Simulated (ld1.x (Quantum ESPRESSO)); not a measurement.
**Pd: PAW pseudisation with LDA (PZ), scalar-relativistic reference atom.**

- Element: palladium
- Generator: ld1.x (Quantum ESPRESSO) 7.5
- Type: PAW
- Functional: LDA (PZ)
- Relativity: scalar-relativistic
- Frozen core: [Kr]
- Valence charge: 10
- Reference configuration: 4d10 5s0 5p0
- Partial waves: 5s (bound, empty): rcut 2.30, rcutus 2.70 bohr; 5s channel at 0.05 Ry: rcut 2.30, rcutus 2.70 bohr; 5p (bound, empty): rcut 2.05, rcutus 2.75 bohr; 5p channel at 0.6 Ry: rcut 2.05, rcutus 2.75 bohr; 4d (bound): rcut 1.30, rcutus 1.75 bohr; 4d channel at 1.15 Ry: rcut 1.30, rcutus 1.75 bohr; 4f channel at 0.45 Ry: rcut 2.20, rcutus 2.55 bohr; 4f channel at 1.35 Ry: rcut 2.20, rcutus 2.55 bohr
- Local potential: all-electron potential smoothed inside 1.50 bohr (lloc = -1)
- Core correction: Bessel-smoothed model core inside 1.35 bohr
- Augmentation charge: BESSEL, radius 1.20 bohr

Poles of the logarithmic derivatives, all-electron (AE) and pseudo (PS). Narrow ghost or core levels that the grid stepped over were put in at their known energies. s: poles at 1.1 (AE) and 1.1 (PS) Ry. p: poles at 2.0 (AE) and -0.6, 2.0 (PS) Ry. d: poles at -0.2, 3.9 (AE) and -0.2, 3.9 (PS) Ry. f: poles at 3.0 (AE) and 2.8, 3.5 (PS) Ry. Test radius 3.01 bohr.

- Cutoffs needed: 35 Ry and 55 Ry (the cutoffs (Ry, on a coarse ladder) from which the occupation-weighted sum of valence levels, in a spherical-Bessel basis at the reference potential, stays within 10 and 1 mRy of its value at 400 Ry)
- Ghost test: ghost states, extra bound levels that the all-electron valence spectrum of the same l lacks: s at -185.7 eV, p at -7.7 eV; a true bound ghost makes a file unfit for plane-wave use (spherical-Bessel basis up to 400 Ry, 20 bohr box)
- Largest excitation error: -540 meV (all-electron minus pseudo) for 4d7 5s0 5p0, out of 7 test configurations
- Lowest eigenvalue of the overlap operator: 0.16 (s channel)
